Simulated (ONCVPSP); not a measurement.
Which change was made? (Ga, ONCV)

ONCVPSP 4.0.1 input, shortened (lines: element, Z, core and valence counts, functional; n l f; lmax; l rc ep ncon nbas qcut; lloc lpopt rc5 dvloc0; l nproj debl; icmod fcfact rcfact), LDA (Perdew-Zunger), scalar-relativistic:

```
  Ga 31.00    5    3        3      upf
    1    0    2.00
    2    0    2.00
    2    1    6.00
    3    0    2.00
    3    1    6.00
    3    2   10.00
    4    0    2.00
    4    1    1.00
    2
    0    1.60    0.00    4    7    4.80
    1    2.25    0.00    3    6    3.90
    2    1.05    0.00    4    9   15.80
    4    5    0.95    6.00
    0    2    1.10
    1    1    2.60
    2    2    2.90
    0    0.00    0.00
```

Cutoffs, loose and tight: the cutoffs (Ha) at which the residual kinetic energy of the hardest occupied pseudo-wave falls to 1 and 0.1 mHa per electron. They do not see the model core or the augmentation charge, which bear on the density cutoff. Test errors are all-electron minus pseudo excitation energies from the reference, over the configurations 3d10 4s2 4p0; 3d10 4s1 4p0; 3d10 4s0 4p0; 3d10 4s2 4p0.5; variants that change the core or the reference have their own tests. The largest error is taken over the tests solved by every variant that gives reliable tests at all, those not shown here included: 3d10 4s1 4p0; 3d10 4s2 4p0; 3d10 4s2 4p0.5.

The base gives: outcome: generated; cutoff, loose: 96 Ha; cutoff, tight: 107 Ha; bound ghosts: s; GHOST(+) flags above zero: s; largest test error (meV): -6.0.

(1) After one change the result is: outcome: failed: ERROR pspot: first pseudo wave function has node, program will stop. Which change was it?
A. s: rc 1.18
B. core [Ar] 3d10, valence charge 3; reference 4s2 4p1; waves now 4s: rc 1.35 bohr, ncon 3, nbas 6, qcut 6.1 1/bohr, 2 projectors, debl 2.9 Ha; 4p: rc 2.20 bohr, ncon 4, nbas 8, qcut 3.7 1/bohr, 1 projector; local potential polynomial inside 1.25 bohr (lpopt 5, dvloc0 3 Ha)
C. reference 3d10 4s2; wave 4p: rc 2.25 bohr, ncon 3, nbas 6, qcut 3.9 1/bohr, 1 projector becomes p scattering state at 0.02 Ha: rc 2.25 bohr, ncon 3, nbas 6, qcut 3.9 1/bohr, 1 projector
D. d: qcut 22.2

## Answers

(1) D. The others give: s: rc 1.18 → outcome: failed: optimize: ERROR ps0norm > uunorm, code will stop | reference 3d10 4s2; wave 4p: rc 2.25 bohr, ncon 3, nbas 6, qcut 3.9 1/bohr, 1 projector becomes p scattering state at 0.02 Ha: rc 2.25 bohr, ncon 3, nbas 6, qcut 3.9 1/bohr, 1 projector → outcome: generated, projector energies reset by the program; cutoff, loose: 96 Ha; cutoff, tight: 107 Ha; bound ghosts: s; GHOST(+) flags above zero: s; largest test error (meV): +84 | core [Ar] 3d10, valence charge 3; reference 4s2 4p1; waves now 4s: rc 1.35 bohr, ncon 3, nbas 6, qcut 6.1 1/bohr, 2 projectors, debl 2.9 Ha; 4p: rc 2.20 bohr, ncon 4, nbas 8, qcut 3.7 1/bohr, 1 projector; local potential polynomial inside 1.25 bohr (lpopt 5, dvloc0 3 Ha) → outcome: generated; cutoff, loose: 17 Ha; cutoff, tight: 51 Ha; bound ghosts: s; GHOST(+) flags above zero: none; largest test error (meV): +118.
